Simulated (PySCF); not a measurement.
BrCl2Sb, singlet, at a GFN2-xTB geometry (all electrons, no relativity); CASSCF(2,4)/STO-3G (PySCF).

The PySCF input:
```python
from pyscf import gto, scf, mcscf
import numpy

mol = gto.M(
    atom='''
Sb    0.141302    0.314021    0.725416
Cl    2.143405    0.521270   -0.508581
Cl   -1.035302    1.948217   -0.507112
Br   -0.744118   -1.657038   -0.563698
''',
    basis='sto-3g',
    charge=0,
    spin=0,
    verbose=4,
)

mf = scf.RHF(mol)
mf.kernel()
mc = mcscf.CASSCF(mf, 4, 2)
mc.fix_spin_(ss=0.0)
mc = mc.newton()
mc.kernel()
occ = numpy.linalg.eigvalsh(mc.fcisolver.make_rdm1(mc.ci, mc.ncas, mc.nelecas))[::-1]
ss = mc.fcisolver.spin_square(mc.ci, mc.ncas, mc.nelecas)[0]
print('natural occupations', occ.round(4), ' <S^2>', round(ss, 4))
```

What the program printed (banner, timings and long lists left out):

```
PySCF version 2.14.0

[INPUT] verbose = 4
[INPUT] num. atoms = 4
[INPUT] num. electrons = 120
[INPUT] charge = 0
[INPUT] spin (= nelec alpha-beta = 2S) = 0
[INPUT] symmetry False subgroup None
[INPUT] Mole.unit = angstrom
[INPUT] Symbol           X                Y                Z      unit          X                Y                Z       unit  Magmom
[...]
nuclear repulsion = 982.036125381085
number of shells = 29
number of NR pGTOs = 189
number of NR cGTOs = 63
basis = sto-3g
ecp = {}

******** <class 'pyscf.scf.hf.RHF'> ********
method = RHF
initial guess = minao
damping factor = 0
level_shift factor = 0
DIIS = <class 'pyscf.scf.diis.CDIIS'>
diis_start_cycle = 1
diis_space = 8
diis_damp = 0
SCF conv_tol = 1e-09
SCF conv_tol_grad = None
SCF max_cycles = 50
direct_scf = True
direct_scf_tol = 1e-13
Set gradient conv threshold to 3.16228e-05
Initial guess from minao.
init E= -9682.26141802882
[...]
cycle= 1 E= -9705.30284881803  delta_E=  -23  |g|= 0.257  |ddm|= 2.83
[...]
cycle= 2 E= -9705.33926845392  delta_E= -0.0364  |g|= 0.0422  |ddm|= 0.773
[...]
cycle= 3 E= -9705.34108442856  delta_E= -0.00182  |g|= 0.0135  |ddm|= 0.167
[...]
cycle= 4 E= -9705.34135178865  delta_E= -0.000267  |g|= 0.00339  |ddm|= 0.0766
[...]
cycle= 5 E= -9705.34136962197  delta_E= -1.78e-05  |g|= 0.000246  |ddm|= 0.0241
[...]
cycle= 6 E= -9705.34136968692  delta_E= -6.49e-08  |g|= 5.25e-05  |ddm|= 0.00103
[...]
cycle= 7 E= -9705.3413696907  delta_E= -3.78e-09  |g|= 1.2e-05  |ddm|= 0.000276
[...]
cycle= 8 E= -9705.34136969089  delta_E= -1.89e-10  |g|= 1.85e-06  |ddm|= 7.7e-05
[...]
Extra cycle  E= -9705.34136969097  delta_E= -8.37e-11  |g|= 8.55e-07  |ddm|= 6.91e-06
converged SCF energy = -9705.34136969097

******** <class 'pyscf.mcscf.newton_casscf.CASSCF'> ********
CAS (1e+1e, 4o), ncore = 59, nvir = 0
max_cycle_macro = 50
max_cycle_micro = 10
conv_tol = 1e-07
conv_tol_grad = None
orbital rotation max_stepsize = 0.03
augmented hessian ah_max_cycle = 30
augmented hessian ah_conv_tol = 1e-12
augmented hessian ah_linear dependence = 1e-14
augmented hessian ah_level shift = 1e-08
augmented hessian ah_start_tol = 500
augmented hessian ah_start_cycle = 3
augmented hessian ah_grad_trust_region = 3
kf_trust_region = 3
kf_interval = 5
natorb = False
canonicalization = True
internal_rotation = False
******** <class 'pyscf.fci.addons.SpinPenaltyFCISolver'> ********
max. cycles = 50
conv_tol = 1e-08
davidson only = True
linear dependence = 1e-12
level shift = 0.001
max iter space = 12
nroots = 1
pspace_size = 400
spin = None

WARN: SO-CASSCF (Second order CASSCF) is an experimental feature. Its performance is bad for large systems.

CASCI E = -9705.3472252457  dE = -9705.3472  S^2 = 0.0000000
Set conv_tol_grad to 0.000316228
macro 1 (22 JK  17 micro), CASSCF E = -9705.34893566785  dE = -0.00171  |grad|=0.0195  S^2 = 0.0000000
macro 2 (11 JK  7 micro), CASSCF E = -9705.34952220377  dE = -0.0005865  |grad|=0.0125  S^2 = 0.0000000
macro 3 (10 JK  6 micro), CASSCF E = -9705.35076624024  dE = -0.001244  |grad|=0.00441  S^2 = 0.0000000
macro 4 (6 JK  2 micro), CASSCF E = -9705.3508581065  dE = -9.187e-05  |grad|=0.00195  S^2 = 0.0000000
macro 5 (5 JK  1 micro), CASSCF E = -9705.3508581065  dE = 0  |grad|=0.00178  S^2 = 0.0000000
macro 6 (5 JK  1 micro), CASSCF E = -9705.3508581065  dE = 0  |grad|=0.00178  S^2 = 0.0000000
macro 7 (5 JK  1 micro), CASSCF E = -9705.3508581065  dE = -3.638e-12  |grad|=0.00178  S^2 = 0.0000000
macro 8 (5 JK  1 micro), CASSCF E = -9705.3508581065  dE = -1.819e-12  |grad|=0.00178  S^2 = 0.0000000
macro 9 (5 JK  1 micro), CASSCF E = -9705.35085810649  dE = 9.095e-12  |grad|=0.00178  S^2 = 0.0000000
macro 10 (5 JK  1 micro), CASSCF E = -9705.3508581065  dE = -1.819e-12  |grad|=0.00178  S^2 = 0.0000000
macro 11 (5 JK  1 micro), CASSCF E = -9705.3508581065  dE = 0  |grad|=0.00178  S^2 = 0.0000000
macro 12 (5 JK  1 micro), CASSCF E = -9705.3508581065  dE = -1.819e-12  |grad|=0.00178  S^2 = 0.0000000
[...]
macro 16 (5 JK  1 micro), CASSCF E = -9705.3508581065  dE = 0  |grad|=0.00178  S^2 = 0.0000000
macro 17 (5 JK  1 micro), CASSCF E = -9705.3508581065  dE = 3.638e-12  |grad|=0.00178  S^2 = 0.0000000
macro 18 (5 JK  1 micro), CASSCF E = -9705.3508581065  dE = -3.638e-12  |grad|=0.00178  S^2 = 0.0000000
macro 19 (5 JK  1 micro), CASSCF E = -9705.3508581065  dE = 0  |grad|=0.00178  S^2 = 0.0000000
macro 20 (5 JK  1 micro), CASSCF E = -9705.3508581065  dE = 3.638e-12  |grad|=0.00178  S^2 = 0.0000000
macro 21 (5 JK  1 micro), CASSCF E = -9705.3508581065  dE = 0  |grad|=0.00178  S^2 = 0.0000000
macro 22 (5 JK  1 micro), CASSCF E = -9705.3508581065  dE = 0  |grad|=0.00178  S^2 = 0.0000000
macro 23 (5 JK  1 micro), CASSCF E = -9705.3508581065  dE = -3.638e-12  |grad|=0.00178  S^2 = 0.0000000
macro 24 (5 JK  1 micro), CASSCF E = -9705.3508581065  dE = 3.638e-12  |grad|=0.00178  S^2 = 0.0000000
macro 25 (5 JK  1 micro), CASSCF E = -9705.3508581065  dE = 1.819e-12  |grad|=0.00178  S^2 = 0.0000000
macro 26 (5 JK  1 micro), CASSCF E = -9705.3508581065  dE = 0  |grad|=0.00178  S^2 = 0.0000000
macro 27 (5 JK  1 micro), CASSCF E = -9705.35085810649  dE = 3.638e-12  |grad|=0.00178  S^2 = 0.0000000
macro 28 (5 JK  1 micro), CASSCF E = -9705.3508581065  dE = -7.276e-12  |grad|=0.00178  S^2 = 0.0000000
macro 29 (5 JK  1 micro), CASSCF E = -9705.3508581065  dE = 0  |grad|=0.00178  S^2 = 0.0000000
macro 30 (5 JK  1 micro), CASSCF E = -9705.35085810649  dE = 5.457e-12  |grad|=0.00178  S^2 = 0.0000000
macro 31 (5 JK  1 micro), CASSCF E = -9705.3508581065  dE = -1.819e-12  |grad|=0.00178  S^2 = 0.0000000
macro 32 (5 JK  1 micro), CASSCF E = -9705.35085810649  dE = 5.457e-12  |grad|=0.00178  S^2 = 0.0000000
macro 33 (5 JK  1 micro), CASSCF E = -9705.35085810649  dE = -3.638e-12  |grad|=0.00178  S^2 = 0.0000000
macro 34 (5 JK  1 micro), CASSCF E = -9705.35085810649  dE = 7.276e-12  |grad|=0.00178  S^2 = 0.0000000
macro 35 (5 JK  1 micro), CASSCF E = -9705.35085810649  dE = -5.457e-12  |grad|=0.00178  S^2 = 0.0000000
macro 36 (5 JK  1 micro), CASSCF E = -9705.35085810649  dE = 1.819e-12  |grad|=0.00178  S^2 = 0.0000000
macro 37 (5 JK  1 micro), CASSCF E = -9705.35085810649  dE = 0  |grad|=0.00178  S^2 = 0.0000000
macro 38 (5 JK  1 micro), CASSCF E = -9705.35085810649  dE = -1.819e-12  |grad|=0.00178  S^2 = 0.0000000
macro 39 (5 JK  1 micro), CASSCF E = -9705.35085810649  dE = 1.819e-12  |grad|=0.00178  S^2 = 0.0000000
macro 40 (5 JK  1 micro), CASSCF E = -9705.35085810649  dE = 0  |grad|=0.00178  S^2 = 0.0000000
macro 41 (5 JK  1 micro), CASSCF E = -9705.35085810649  dE = 3.638e-12  |grad|=0.00178  S^2 = 0.0000000
macro 42 (5 JK  1 micro), CASSCF E = -9705.35085810649  dE = 1.819e-12  |grad|=0.00178  S^2 = 0.0000000
macro 43 (5 JK  1 micro), CASSCF E = -9705.35085810649  dE = -1.819e-12  |grad|=0.00178  S^2 = 0.0000000
macro 44 (5 JK  1 micro), CASSCF E = -9705.35085810648  dE = 3.638e-12  |grad|=0.00178  S^2 = 0.0000000
macro 45 (5 JK  1 micro), CASSCF E = -9705.35085810649  dE = -5.457e-12  |grad|=0.00178  S^2 = 0.0000000
macro 46 (5 JK  1 micro), CASSCF E = -9705.35085810649  dE = 1.819e-12  |grad|=0.00178  S^2 = 0.0000000
macro 47 (5 JK  1 micro), CASSCF E = -9705.35085810649  dE = 0  |grad|=0.00178  S^2 = 0.0000000
macro 48 (5 JK  1 micro), CASSCF E = -9705.35085810649  dE = -3.638e-12  |grad|=0.00178  S^2 = 0.0000000
macro 49 (5 JK  1 micro), CASSCF E = -9705.35085810649  dE = 5.457e-12  |grad|=0.00178  S^2 = 0.0000000
macro 50 (5 JK  1 micro), CASSCF E = -9705.35085810649  dE = -3.638e-12  |grad|=0.00178  S^2 = 0.0000000
newton CASSCF not converged, 50 macro (101 KF 178 Hx) steps
CASSCF canonicalization
Density matrix diagonal elements [1.97102932e+00 1.58872559e-02 1.23355054e-02 7.47914969e-04]
CASSCF energy = -9705.35085810649
CASCI E = -9705.35085810649  E(CI) = -1.11312429805366  S^2 = 0.0000000
natural occupations [1.9714e+00 1.5900e-02 1.2500e-02 3.0000e-04]  <S^2> 0.0
```

Convergence was not reached.
